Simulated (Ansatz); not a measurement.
`CB(O)[SiH2][AlH2]` + `OCF` → `CB(O)OCF` + `[AlH2][SiH3]`  (cleavage of the B–Si bond)

Gas-phase electronic energies from Ansatz, PBE0-D4/def2-TZVP geometries. CBS: MP2 limit from def2 TZ/QZ plus the TZ coupled-cluster correction, frozen cores. This one scheme is used for every species. Functionals use def2-TZVPP. Each species was taken in one conformer, which may not be the lowest.

| level | ΔE (kJ/mol) |
| --- | --- |
| r2SCANh | -141.0 |
| CCSD/def2-TZVPP | -148.1 |

(1) What does CCSD(T)/CBS give? (An estimate is asked.)

Largest T1 diagnostic among the species: 0.014.

Results:

(1) Computed: -141.4 kJ/mol. The listed levels differ from it by 0.4, -6.7 kJ/mol.

From PBE to PBE0 (25 % exact exchange), in def2-TZVPP and without D4, ΔE moves by −8.9 kJ/mol. Leaving LDA and LC-ωPBE aside and taking each functional with its dispersion term where it has one, the values, not all of them listed here, spread over 31.2 kJ/mol, from BHLYP-D4 to revPBE-D4. LDA lies −12.0 kJ/mol from PBE without D4. In def2-TZVPP, CCSD(T) changes the Hartree–Fock value by +23.9 kJ/mol (the triples alone add +3.9 kJ/mol) and MP2 by +22.2 kJ/mol.

CCSD(T)/CBS has its own doubt, a few kJ/mol and more with outer-core shells, so smaller differences from it don't rank the levels.
